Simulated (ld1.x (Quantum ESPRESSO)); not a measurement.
iodine, ultrasoft: configuration errors across variants

iodine (I), ultrasoft, made with ld1.x (Quantum ESPRESSO) 7.5 (PBE, scalar-relativistic). Core [Kr], reference 4d10 5s2 5p5. Waves: 5s (bound): rcut 1.35, rcutus 1.70 bohr; 5s channel at -0.15 Ry: rcut 1.35, rcutus 1.70 bohr; 5p (bound): rcut 1.40, rcutus 1.95 bohr; 5p channel at 3.55 Ry: rcut 1.40, rcutus 1.95 bohr; 4d (bound): rcut 0.90, rcutus 1.15 bohr; 4d channel at -2 Ry: rcut 0.90, rcutus 1.15 bohr. Local part: all-electron potential smoothed inside 0.95 bohr (lloc = -1). Core correction: Bessel-smoothed model core inside 1.20 bohr. Augmentation charge: PSQ, inside the norm-conserving radii.

All-electron excitation energies from the reference (eV): (1) 4d10 5s2 5p4 11.131; (2) 4d10 5s2 5p3 30.977; (3) 4d10 5s2 5p2 60.305; (4) 4d10 5s2 5p1 99.731; (5) 4d10 5s1 5p6 10.414; (6) 4d10 5s2 5p5.3 -1.783; (7) 4d9 5s2 5p5 58.247.

The overlap operator is not positive definite (basis up to 400 Ry) in “waves 5s (bound): rcut 1.35, rcutus 2.08 bohr; 5s channel at -0.15 Ry: rcut 1.35, rcutus 2.08 bohr”, “waves 5s (bound): rcut 1.35, rcutus 2.26 bohr; 5s channel at -0.15 Ry: rcut 1.35, rcutus 2.26 bohr”, “waves 5s (bound): rcut 1.35, rcutus 2.52 bohr; 5s channel at -0.15 Ry: rcut 1.35, rcutus 2.52 bohr”. Such files are unfit for use, however small their errors in these radial tests.

3 further variants failed, have other tests or too few solved ones, and are left out.

A true bound ghost makes a file unfit for plane-wave use even where its test errors are small: the radial tests pick states by their node count and pass the ghost by.

Errors AE − PS in meV (a dash: test not solved or not reliable):

| change | (1) | (2) | (3) | (4) | (5) | (6) | (7) | bound ghosts |
| --- | --- | --- | --- | --- | --- | --- | --- | --- |
| base | -3.2 | -10 | -26 | -63 | -1.7 | +0.5 | -33 | s, p |
| waves 5s (bound): rcut 1.35, rcutus 2.08 bohr; 5s channel at -0.15 Ry: rcut 1.35, rcutus 2.08 bohr | -3.2 | -10 | -27 | -65 | -1.1 | +0.5 | -6.2 | p (s not tested, overlap not positive) |
| waves 5s (bound): rcut 1.35, rcutus 2.26 bohr; 5s channel at -0.15 Ry: rcut 1.35, rcutus 2.26 bohr | -3.3 | -10 | -27 | -64 | -1.0 | +0.5 | +27 | p (s not tested, overlap not positive) |
| waves 5s (bound): rcut 1.35, rcutus 2.52 bohr; 5s channel at -0.15 Ry: rcut 1.35, rcutus 2.52 bohr | -3.2 | -10 | -25 | -56 | -1.0 | +0.4 | +110 | p (s not tested, overlap not positive) |

Q: Give the same row for: waves 5s (bound): rcut 1.35, rcutus 1.84 bohr; 5s channel at -0.15 Ry: rcut 1.35, rcutus 1.84 bohr.

A: -3.2, -10, -27, -64, -1.4, +0.5, -29; bound ghosts: s, p.
